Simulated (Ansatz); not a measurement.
Relaxation of C2H9BOSi (14 atoms, charge 0, multiplicity 1), to a largest force component of 0.02 eV/Å in at most 40 steps.

The calculation used RKS PBE0-D4/STO-3G (Ansatz 0.2.0).

```xyz
14
Properties=species:S:1:pos:R:3
B -1.617 1.571 0.172
O -1.252 0.260 -0.256
C 0.024 -0.013 0.202
C 1.182 0.481 -0.791
Si 0.209 -1.879 0.407
H -2.234 1.787 1.183
H -1.428 2.544 -0.539
H 0.307 0.433 1.219
H 0.931 0.039 -1.746
H 2.130 0.197 -0.419
H 1.054 1.576 -0.860
H -0.774 -2.327 1.414
H 1.505 -2.178 0.895
H -0.051 -2.520 -0.852
```

**Question.** Where does it end, and by what steps?

**Answer.** The run converged. The force dipped under the threshold on the way, but the program's further checks kept it going. Limits of this set-up: minimal basis. After 21 steps the energy has fallen by 1.776 eV; H7 moved furthest, 1.50 Å.

```csv
step,energy less start (eV),largest force component (eV/Å),accepted
0,0.0000,4.880,yes
1,-0.4272,1.467,yes
2,-0.5239,0.669,yes
3,-0.6343,1.141,yes
4,-0.8179,1.383,yes
5,-1.0472,1.291,yes
6,-1.3566,0.842,yes
7,-1.5681,0.476,yes
8,-1.6918,0.364,yes
9,-1.7565,0.220,yes
10,-1.6785,1.540,no
11,-1.7670,0.370,yes
12,-1.7584,0.266,no
13,-1.7731,0.129,yes
14,-1.7744,0.018,yes
15,-1.7747,0.016,yes
16,-1.7756,0.033,yes
17,-1.7750,0.105,no
18,-1.7760,0.030,yes
19,-1.7762,0.032,yes
20,-1.7762,0.023,yes
21,-1.7763,0.008,yes
```

```xyz
14
Properties=species:S:1:pos:R:3
B -1.770 1.497 0.202
O -1.058 0.566 -0.451
C 0.185 0.061 0.167
C 1.369 0.476 -0.744
Si 0.053 -1.822 0.378
H -1.441 1.919 1.248
H -2.748 1.863 -0.333
H 0.321 0.542 1.156
H 1.255 0.050 -1.750
H 2.314 0.117 -0.317
H 1.422 1.569 -0.835
H -1.109 -2.135 1.173
H 1.242 -2.284 1.051
H -0.049 -2.449 -0.917
```

Whether the end is a true minimum wasn't checked by a vibrational analysis.

The run took 44 s on 1 thread of Intel(R) Xeon(R) Platinum 8488C (Sapphire Rapids), on a shared host, peak memory 0.16 GiB.
